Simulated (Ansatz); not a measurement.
Geometry optimisation, Ansatz, RKS PBE-D4/def2-SVP.

input.yaml

```yaml
crystal:
  periodic: [false, false, false]
  atoms:
    - { symbol: "N", position_ang: [-0.4199, 0.8282, -1.6374] }
    - { symbol: Ge, position_ang: [0.6973, 0.2908, -0.3192] }
    - { symbol: Cl, position_ang: [2.2148, -0.9355, -1.2157] }
    - { symbol: Ge, position_ang: [-0.4354, -0.9783, 1.2954] }
    - { symbol: H, position_ang: [-0.08517, 0.46072, -2.57559] }
    - { symbol: H, position_ang: [-1.37918, 0.29, -1.50341] }
    - { symbol: H, position_ang: [1.3732, 1.5235, 0.3775] }
    - { symbol: H, position_ang: [-1.1121, -2.2001, 0.5975] }
    - { symbol: H, position_ang: [-1.6166, -0.0918, 1.9681] }
    - { symbol: H, position_ang: [0.4644, -1.4673, 2.4307] }
basis:
  gaussian: { orbitals: def2-SVP }
hamiltonian:
  xc: pbe
  dispersion: d4
relax:
  f_tol: 0.015
  max_steps: 40
```

Launched with:

```bash
$ ansatz run input.yaml --threads 2 --pin off --max-ram 3072MiB --backend cpu --events-out ev --progress --plain --runs-dir out
```

Q: Where does it end, and by what steps?

A: The run converged. After 8 steps the energy has fallen by 0.430 eV; H5 moved furthest, 0.80 Å.

```csv
step,energy less start (eV),largest force component (eV/Å),accepted
0,0.0000,2.679,yes
1,-0.2799,1.204,yes
2,-0.3283,1.269,yes
3,-0.3884,0.376,yes
4,-0.3474,0.704,no
5,-0.4176,0.221,yes
6,-0.4277,0.090,yes
7,-0.4293,0.069,yes
8,-0.4302,0.009,yes
```

```xyz
10
Properties=species:S:1:pos:R:3
N -0.565 0.725 -1.626
Ge 0.649 0.241 -0.327
Cl 2.213 -1.143 -1.081
Ge -0.504 -0.995 1.422
H -0.147 1.244 -2.408
H -1.088 -0.068 -2.016
H 1.394 1.535 0.089
H -1.195 -2.222 0.776
H -1.576 -0.112 2.114
H 0.521 -1.483 2.475
```

Whether the end is a true minimum wasn't checked by a vibrational analysis.

Run time: 18 s on 2 threads of Intel(R) Xeon(R) Platinum 8375C CPU @ 2.90GHz (Ice Lake), with other jobs on the host, peak memory 0.21 GiB.
